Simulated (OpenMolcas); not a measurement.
Ne4+: effect of the basis set

```json
{
 "Program": "OpenMolcas 26.06",
 "Method": "SS-RASPT2, IPEA 0.25 Eh, imaginary shift 0.1 Eh (closed shells correlated: 1s)",
 "Active space": "4 electrons in 9 orbitals (RAS2 2s 2p; RAS3 3d, at most 2 electrons)",
 "State averaging": "2S+1 = 3 even, 3 roots; 2S+1 = 1 even, 6 roots; 2S+1 = 5 odd, 1 root; 2S+1 = 3 odd, 9 roots; 2S+1 = 1 odd, 8 roots",
 "Spin-orbit coupling": "state interaction with AMFI integrals over the reference wave functions, term energies averaged over their components"
}
```

A. ANO-RCC-VTZP [4s3p2d1f], DKH2, point nucleus; CASPT2 step roughly 11 core-seconds
B. ANO-R2 [4s4p2d1f], X2C, finite nucleus; CASPT2 step of the order of 19 core-seconds
C. ANO-RCC-VQZP [5s4p3d2f1g], DKH2, point nucleus; CASPT2 step roughly 18 core-seconds
D. ANO-RCC [8s7p4d3f2g], DKH2, point nucleus; CASPT2 step of the order of 25 core-seconds

Energies in cm-1 above 2s2 2p2 3P0, the measured ground level; measured values from NIST levels in Podobedova, Fuhr, Reader and Wiese, J. Phys. Chem. Ref. Data 33, 525 (2004).

```json
{"Level": "2s2 2p2 3P0", "A": "0.0", "B": "0.0", "C": "0.0", "D": "0.0", "Measured": "0.0"}
{"Level": "2s2 2p2 3P1", "A": "399", "B": "387", "C": "390", "D": "393", "Measured": "412"}
{"Level": "2s2 2p2 3P2", "A": "1150", "B": "1118", "C": "1124", "D": "1132", "Measured": "1110"}
{"Level": "2s2 2p2 1D2", "A": "30944", "B": "31103", "C": "30716", "D": "30601", "Measured": "30292"}
{"Level": "2s2 2p2 1S0", "A": "64805", "B": "65006", "C": "64418", "D": "64196", "Measured": "63914"}
{"Level": "2s 2p3 5S* 2", "A": "87258", "B": "86587", "C": "87491", "D": "87731", "Measured": ""}
{"Level": "2s 2p3 3D* 2", "A": "176236", "B": "175862", "C": "175935", "D": "175893", "Measured": "175905"}
{"Level": "2s 2p3 3D* 1", "A": "176237", "B": "175863", "C": "175936", "D": "175894", "Measured": "175927"}
{"Level": "2s 2p3 3D* 3", "A": "176251", "B": "175876", "C": "175949", "D": "175908", "Measured": "175834"}
{"Level": "2s 2p3 3P* 0", "A": "209054", "B": "208749", "C": "208565", "D": "208415", "Measured": "208193"}
{"Level": "2s 2p3 3P* 1", "A": "209059", "B": "208754", "C": "208570", "D": "208420", "Measured": ""}
{"Level": "2s 2p3 3P* 2", "A": "209068", "B": "208763", "C": "208579", "D": "208429", "Measured": ""}
{"Level": "2s 2p3 1D* 2", "A": "272101", "B": "271857", "C": "271332", "D": "271043", "Measured": "270564"}
{"Level": "2s 2p3 3S* 1", "A": "280953", "B": "280596", "C": "280223", "D": "279922", "Measured": ""}
{"Level": "2s 2p3 1P* 1", "A": "306101", "B": "305916", "C": "305107", "D": "304702", "Measured": ""}
```

Deviations, from unrounded energies. A percentage is the sum of absolute deviations over the sum of measured energies, with the sign that they share, or ± where signs differ.

```csv
Against measurement,Levels,A,B,C,D
mean absolute deviation (cm-1),9,560,440,250,160
fine structure of the ground term (%),2,±3.5,±2.2,±2.4,±2.8
other terms of the ground configuration (%),2,+1.6,+2.0,+1.0,+0.6
other configurations (%),5,+0.3,±0.2,+0.1,±0.1
```

D lies closest to measurement on these levels and A furthest from it. The largest miss of D in the table is 2s 2p3 1D* 2, by +480 cm-1. The ranking rests on the paired levels alone, and a cruder setting can come out closer through cancelling errors.

Among A to D the level of the table that moves most is 2s 2p3 1P* 1, by 1400 cm-1 (lowest in D, highest in A).

Active for correlation alone: 3d; no level in the range computed is led by a configuration that fills it, so any true level of that kind is missing. Computed and measured levels are paired by configuration, term and J; levels that our copy of the source lacks, or whose pairing is in doubt (as where it misses far off the trend of its configuration), stay unpaired and out of the deviations. Only configurations of the active space appear.

* marks odd parity.
